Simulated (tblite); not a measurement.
Record of a relaxation.

Species: C₅H₁₃N₃P (charge +1).
Numbering: `[CH3:1][N:2]([CH3:3])[P@+:4]([CH3:5])([NH2:6])[CH2:7][C:8]#[N:9]` (hydrogens: H10, H11, H12 on C1; H13, H14, H15 on C3; H16, H17, H18 on C5; H19, H20 on N6; H21, H22 on C7)
Bond orders are those of one Lewis drawing.

Computed with GFN2-xTB (tblite), gas phase: L-BFGS steps from a force-field or distance-geometry start until the largest atomic force falls under 0.01 eV/Å. 6 of its 96 geometries are shown.

Step 0: E = -766.9984 eV, largest atomic force 2.670 eV/Å
```
atom  x, y, z in Å  |  force x, y, z in eV/Å
C1     -0.117    1.123    1.683   -0.035  -0.129   0.162
N2     -0.476    0.982    0.259    0.035   0.856   0.985
C3     -1.918    1.081    0.134   -0.856   0.211  -0.508
P4      0.318   -0.124   -0.650    0.377   0.812   0.314
C5      2.070   -0.083   -0.350    1.080   0.035   0.443
N6      0.064    0.316   -2.201   -0.200   0.406  -0.898
C7     -0.257   -1.797   -0.401   -0.383  -1.354   0.394
C8      0.034   -2.323    0.941    0.391  -0.577   1.518
N9      0.269   -2.756    1.992   -0.526   1.079  -2.385
H10     0.954    1.212    1.814    0.227  -0.045  -0.086
H11    -0.560    2.039    2.104    0.035  -0.309  -0.363
H12    -0.476    0.269    2.276    0.045   0.196  -0.058
H13    -2.220    1.124   -0.914    0.158  -0.078  -0.092
H14    -2.428    0.227    0.586   -0.078   0.081   0.185
H15    -2.308    2.013    0.592    0.476  -0.532  -0.095
H16     2.462    0.928   -0.506   -0.118  -0.090  -0.024
H17     2.324   -0.381    0.666    0.024  -0.093   0.016
H18     2.589   -0.765   -1.041   -0.243   0.164   0.152
H19     0.131    1.324   -2.351   -0.263  -0.156   0.178
H20     0.658   -0.109   -2.908   -0.191  -0.267   0.107
H21    -1.339   -1.838   -0.584   -0.024  -0.019   0.073
H22     0.217   -2.443   -1.142    0.068  -0.188  -0.016
```

Step 19: E = -767.2950 eV, largest atomic force 0.112 eV/Å
```
atom  x, y, z in Å  |  force x, y, z in eV/Å
C1     -0.087    1.120    1.730    0.006   0.014   0.013
N2     -0.461    0.969    0.323   -0.015  -0.029   0.046
C3     -1.905    1.057    0.093   -0.012   0.019   0.011
P4      0.356   -0.108   -0.617   -0.051   0.004  -0.009
C5      2.130   -0.073   -0.249   -0.004   0.006  -0.005
N6     -0.022    0.320   -2.161    0.001   0.035  -0.034
C7     -0.261   -1.840   -0.495   -0.020  -0.032  -0.044
C8      0.025   -2.294    0.842    0.017   0.105  -0.034
N9      0.287   -2.555    1.921    0.000  -0.064   0.061
H10     0.994    1.192    1.822    0.026  -0.010   0.001
H11    -0.517    2.048    2.101   -0.021   0.035  -0.042
H12    -0.445    0.303    2.361   -0.022  -0.015  -0.041
H13    -2.116    1.027   -0.975    0.011  -0.049   0.018
H14    -2.462    0.264    0.597    0.035  -0.011   0.024
H15    -2.261    2.010    0.482    0.047   0.040  -0.001
H16     2.500    0.943   -0.376    0.006   0.039   0.019
H17     2.361   -0.426    0.753   -0.061  -0.031   0.019
H18     2.629   -0.726   -0.966    0.018   0.002  -0.028
H19    -0.033    1.313   -2.361    0.033   0.027   0.013
H20     0.408   -0.205   -2.912   -0.026  -0.023   0.003
H21    -1.339   -1.831   -0.680   -0.058  -0.017   0.023
H22     0.209   -2.490   -1.234    0.089  -0.047  -0.014
```

Step 38: E = -767.3222 eV, largest atomic force 0.071 eV/Å
```
atom  x, y, z in Å  |  force x, y, z in eV/Å
C1     -0.078    1.131    1.722    0.009   0.000  -0.006
N2     -0.460    0.948    0.323   -0.009  -0.049   0.018
C3     -1.904    1.061    0.121   -0.006  -0.014  -0.025
P4      0.343   -0.116   -0.641    0.011   0.015  -0.003
C5      2.106   -0.079   -0.225    0.022   0.002  -0.004
N6     -0.035    0.362   -2.169   -0.016   0.002  -0.009
C7     -0.229   -1.870   -0.542   -0.004   0.022   0.006
C8      0.032   -2.275    0.818    0.010   0.014   0.005
N9      0.271   -2.516    1.906   -0.013  -0.017   0.025
H10     1.002    1.160    1.828    0.025  -0.010  -0.017
H11    -0.476    2.090    2.055   -0.004   0.003  -0.008
H12    -0.478    0.347    2.369   -0.010   0.012  -0.002
H13    -2.149    0.892   -0.925   -0.002  -0.009  -0.013
H14    -2.454    0.348    0.741   -0.015   0.047   0.015
H15    -2.214    2.071    0.390    0.006  -0.039   0.010
H16     2.461    0.951   -0.234   -0.004   0.017   0.009
H17     2.289   -0.526    0.750   -0.001  -0.003   0.001
H18     2.656   -0.649   -0.974   -0.012  -0.004  -0.035
H19     0.080    1.348   -2.372    0.005  -0.008   0.016
H20     0.216   -0.220   -2.957    0.018  -0.020   0.066
H21    -1.301   -1.920   -0.752   -0.006   0.002  -0.036
H22     0.311   -2.521   -1.234   -0.003   0.036  -0.012
```

Step 57: E = -767.3283 eV, largest atomic force 0.021 eV/Å
```
atom  x, y, z in Å  |  force x, y, z in eV/Å
C1     -0.074    1.139    1.731   -0.001   0.006  -0.002
N2     -0.475    0.927    0.343    0.005  -0.006  -0.012
C3     -1.917    1.054    0.134    0.002   0.004   0.004
P4      0.340   -0.112   -0.631    0.015  -0.010  -0.010
C5      2.107   -0.070   -0.232    0.008   0.001   0.002
N6     -0.040    0.361   -2.161   -0.002  -0.004   0.001
C7     -0.215   -1.871   -0.556   -0.003  -0.001   0.008
C8      0.013   -2.280    0.809   -0.008  -0.016   0.006
N9      0.223   -2.529    1.902   -0.011   0.005  -0.011
H10     1.008    1.137    1.822   -0.003  -0.006   0.003
H11    -0.441    2.117    2.041   -0.002   0.011  -0.007
H12    -0.490    0.386    2.404   -0.006  -0.002  -0.012
H13    -2.166    0.832   -0.903    0.006  -0.008   0.008
H14    -2.482    0.393    0.795    0.011  -0.008  -0.001
H15    -2.210    2.082    0.347    0.006   0.007   0.003
H16     2.455    0.962   -0.196   -0.011  -0.003  -0.003
H17     2.306   -0.561    0.719    0.009   0.000  -0.005
H18     2.645   -0.600   -1.019    0.001   0.010   0.009
H19     0.113    1.338   -2.382   -0.014   0.006   0.010
H20     0.218   -0.247   -2.927   -0.003   0.004   0.004
H21    -1.281   -1.931   -0.800    0.006  -0.002  -0.004
H22     0.352   -2.508   -1.240   -0.004   0.013   0.009
```

Step 76: E = -767.3302 eV, largest atomic force 0.015 eV/Å
```
atom  x, y, z in Å  |  force x, y, z in eV/Å
C1     -0.070    1.148    1.730    0.003  -0.002   0.001
N2     -0.466    0.924    0.342   -0.005  -0.006  -0.005
C3     -1.909    1.047    0.139   -0.005  -0.003   0.004
P4      0.347   -0.118   -0.629    0.003  -0.013   0.002
C5      2.115   -0.061   -0.238    0.005  -0.004   0.000
N6     -0.048    0.353   -2.156    0.005   0.003   0.006
C7     -0.210   -1.877   -0.558   -0.002  -0.004   0.004
C8     -0.017   -2.292    0.810   -0.003   0.003   0.003
N9      0.160   -2.548    1.908   -0.004   0.007  -0.009
H10     1.011    1.114    1.833   -0.002   0.000  -0.003
H11    -0.413    2.141    2.020    0.009  -0.004   0.001
H12    -0.515    0.416    2.408    0.000   0.003  -0.001
H13    -2.166    0.803   -0.891    0.004   0.003   0.002
H14    -2.466    0.396    0.817   -0.003  -0.002  -0.002
H15    -2.201    2.078    0.335   -0.001  -0.002   0.000
H16     2.445    0.977   -0.184   -0.006  -0.007   0.000
H17     2.329   -0.567    0.701   -0.002   0.003  -0.001
H18     2.660   -0.565   -1.038   -0.006   0.002   0.002
H19     0.075    1.337   -2.365   -0.003   0.009  -0.010
H20     0.229   -0.239   -2.927    0.000   0.002  -0.006
H21    -1.270   -1.932   -0.828    0.007  -0.001   0.003
H22     0.369   -2.515   -1.230    0.004   0.011   0.009
```

Step 95: E = -767.3309 eV, largest atomic force 0.009 eV/Å
```
atom  x, y, z in Å  |  force x, y, z in eV/Å
C1     -0.062    1.147    1.727   -0.004   0.001  -0.002
N2     -0.467    0.920    0.343   -0.002  -0.004  -0.002
C3     -1.910    1.038    0.145    0.000  -0.002   0.002
P4      0.346   -0.118   -0.632    0.002  -0.002  -0.001
C5      2.114   -0.061   -0.242    0.004  -0.002   0.000
N6     -0.050    0.358   -2.157   -0.002   0.001  -0.001
C7     -0.203   -1.880   -0.561    0.001   0.000   0.000
C8     -0.039   -2.279    0.815    0.003  -0.002   0.002
N9      0.117   -2.519    1.919   -0.005   0.004  -0.002
H10     1.018    1.086    1.829   -0.007   0.002   0.003
H11    -0.378    2.152    2.010   -0.002  -0.001   0.000
H12    -0.524    0.433    2.412    0.002   0.001   0.000
H13    -2.167    0.799   -0.886   -0.002   0.001   0.001
H14    -2.464    0.380    0.819   -0.001  -0.001   0.001
H15    -2.208    2.066    0.348    0.004   0.001   0.005
H16     2.442    0.977   -0.183    0.001   0.000   0.000
H17     2.328   -0.571    0.696    0.004   0.000   0.002
H18     2.659   -0.561   -1.043   -0.002  -0.001  -0.005
H19     0.058    1.344   -2.360    0.002   0.006  -0.002
H20     0.234   -0.226   -2.932   -0.001  -0.006  -0.005
H21    -1.255   -1.950   -0.856    0.002   0.009  -0.001
H22     0.401   -2.516   -1.213    0.001  -0.002   0.004
```

**Question.** Summarise the path.

**Answer.** The energy falls by 0.3325 eV from step 0 to step 95; nine tenths of that is first reached at step 21. It rises by more than 0.2 meV at step 1. The largest force goes from 2.670 to 0.009 eV/Å. Among the bonds P4–C7 changes most, from 1.786 to 1.846 Å; the atoms move by 0.224 Å rms after alignment.

**Question.** Follow the three bonds and two angles with the largest change from start to end.

**Answer.** 
| step | E above end (eV) | largest force (eV/Å) | P4–C7 (Å) | P4–C5 (Å) | C7–C8 (Å) | P4–C7–C8 (°) | C5–P4–N6 (°) |
| --- | --- | --- | --- | --- | --- | --- | --- |
| 0 | 0.3325 | 2.670 | 1.786 | 1.778 | 1.471 | 113.5 | 107.9 |
| 4 | 0.1503 | 0.325 | 1.844 | 1.804 | 1.449 | 111.8 | 109.0 |
| 8 | 0.0998 | 0.228 | 1.850 | 1.811 | 1.443 | 109.8 | 110.7 |
| 12 | 0.0658 | 0.195 | 1.848 | 1.812 | 1.441 | 107.1 | 111.7 |
| 17 | 0.0411 | 0.136 | 1.848 | 1.816 | 1.443 | 107.0 | 113.8 |
| 21 | 0.0325 | 0.086 | 1.842 | 1.813 | 1.442 | 106.4 | 114.3 |
| 25 | 0.0265 | 0.100 | 1.843 | 1.811 | 1.442 | 105.7 | 115.0 |
| 29 | 0.0202 | 0.072 | 1.842 | 1.809 | 1.441 | 105.7 | 115.6 |
| 33 | 0.0147 | 0.062 | 1.850 | 1.811 | 1.445 | 105.5 | 115.9 |
| 37 | 0.0095 | 0.080 | 1.849 | 1.810 | 1.442 | 105.2 | 115.7 |
| 41 | 0.0070 | 0.067 | 1.847 | 1.813 | 1.444 | 105.0 | 115.5 |
| 45 | 0.0053 | 0.059 | 1.844 | 1.811 | 1.442 | 104.9 | 115.5 |
| 50 | 0.0038 | 0.040 | 1.846 | 1.812 | 1.444 | 105.1 | 115.5 |
| 54 | 0.0029 | 0.033 | 1.845 | 1.811 | 1.442 | 105.1 | 115.2 |
| 58 | 0.0024 | 0.027 | 1.846 | 1.812 | 1.443 | 105.1 | 115.0 |
| 62 | 0.0017 | 0.025 | 1.845 | 1.811 | 1.442 | 105.3 | 115.0 |
| 66 | 0.0012 | 0.020 | 1.846 | 1.811 | 1.443 | 105.5 | 114.9 |
| 70 | 0.0009 | 0.014 | 1.846 | 1.812 | 1.442 | 105.5 | 115.1 |
| 74 | 0.0007 | 0.015 | 1.846 | 1.812 | 1.443 | 105.7 | 115.1 |
| 78 | 0.0006 | 0.012 | 1.846 | 1.812 | 1.443 | 105.7 | 115.1 |
| 83 | 0.0004 | 0.012 | 1.846 | 1.812 | 1.443 | 105.8 | 115.2 |
| 87 | 0.0003 | 0.013 | 1.846 | 1.812 | 1.443 | 105.8 | 115.2 |
| 91 | 0.0002 | 0.015 | 1.845 | 1.812 | 1.443 | 105.7 | 115.1 |
| 95 | 0.0000 | 0.009 | 1.846 | 1.812 | 1.443 | 105.4 | 115.2 |

The cost below is that of the whole relaxation. Time: 0.78 s. Hardware: one thread of an Arm Neoverse V1, shared host.
